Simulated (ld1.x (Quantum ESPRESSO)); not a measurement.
**N: excitation energies, all-electron against TM**

- Element: nitrogen
- Generator: ld1.x (Quantum ESPRESSO) 7.5
- Type: norm-conserving Troullier–Martins (Kleinman–Bylander form)
- Functional: PBEsol
- Relativity: non-relativistic
- Frozen core: [He]
- Valence charge: 5
- Reference configuration: 2s2 2p1.5 (charge +1.5)
- Partial waves: 2p (bound): rc 1.50 bohr; 2s (bound): rc 0.70 bohr
- Local potential: the s channel
- Core correction: a·sin(br)/r model core inside 0.75 bohr

Energies are relative to the spin-unpolarised reference configuration 2s2 2p1.5; without spin polarisation the order of configurations can differ from experiment.

(1) Give the all-electron excitation energy and the error of the potential for: 2s2 2p3; 2s2 2p2; 2s2 2p1; 2s1 2p3; 2s0 2p5; 2s2 2p2.5; 2s2 2p3.3.

Answers

(1)

| valence configuration | charge | ΔE all-electron (eV) | error AE − PS (meV) |
| --- | --- | --- | --- |
| 2s2 2p3 | 0 | -25.801 | +39 |
| 2s2 2p2 | +1 | -12.275 | +9.4 |
| 2s2 2p1 | +2 | 16.468 | +18 |
| 2s1 2p3 | +1 | -0.593 | +57 |
| 2s0 2p5 | 0 | -2.965 | +189 |
| 2s2 2p2.5 | +0.5 | -20.736 | +26 |
| 2s2 2p3.3 | -0.3 | -27.406 | +43 |
